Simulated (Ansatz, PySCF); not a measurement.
Stretching the C2–H3 bond in CH4BeSe (SMILES [CH3][Be][SeH]) (multiplicity 1 held, fragments rigid). Energies count from the point at 1.094 Å.
Geometry at that point (charge 0, multiplicity 1):
```xyz
7

Be     0.841    -0.761    -0.214
C      2.063    -1.858    -0.538
H      1.688    -2.883    -0.611
H      2.840    -1.849     0.233
H      2.557    -1.632    -1.489
Se    -0.642     0.607     0.134
H     -1.002    -0.091     1.382
```

Unrestricted levels (U-) break spin symmetry where that is lower. Active spaces are followed from a long bond inwards. Left out are points that failed, MP2 points that dive below the minimum, coupled-cluster points behind a jump of the amplitudes or a sharp parting from full CI or MRCI, small-basis points behind a change of solution, and semi-empirical points at long bonds. Levels need not reach the same state.

Correlated levels freeze the cores. Filled d and f shells under p-block atoms count as core. Rows in LANL2DZ carry no dispersion term and start afresh at each structure. LANL2DZ brings its own core potentials from Na on.

Codes used: Ansatz (a quantum-chemistry and plane-wave program) with Gaussian orbitals; PySCF for LANL2DZ rows. Values without a source in brackets are computed.

Energies in kcal/mol.

```csv
R (Å),U-PBE/cc-pVTZ,R-BP86/LANL2DZ,U-CCSD/cc-pVTZ,"FIC-MRCISD+Q on CASSCF(2,2)/cc-pVTZ"
0.875,29.3,32.0,28.2,28.4
0.985,6.1,7.1,5.5,5.6
1.094,0.0,0.0,0.0,0.0
1.204,3.1,2.6,3.8,3.7
1.313,11.0,10.3,12.3,12.1
1.477,26.6,25.8,28.9,28.3
1.641,43.2,42.4,46.2,45.1
1.915,68.5,68.1,72.8,69.4
2.189,89.1,89.0,92.7,87.2
2.517,102.6,107.9,105.1,100.2
2.955,108.5,left out,109.9,107.9
3.502,110.2,left out,111.0,110.8
```

Doubts at one or more of the structures used: a spin-contaminated determinant (U-PBE/cc-pVTZ, U-CCSD/cc-pVTZ); T1 above 0.05 (U-CCSD/cc-pVTZ).
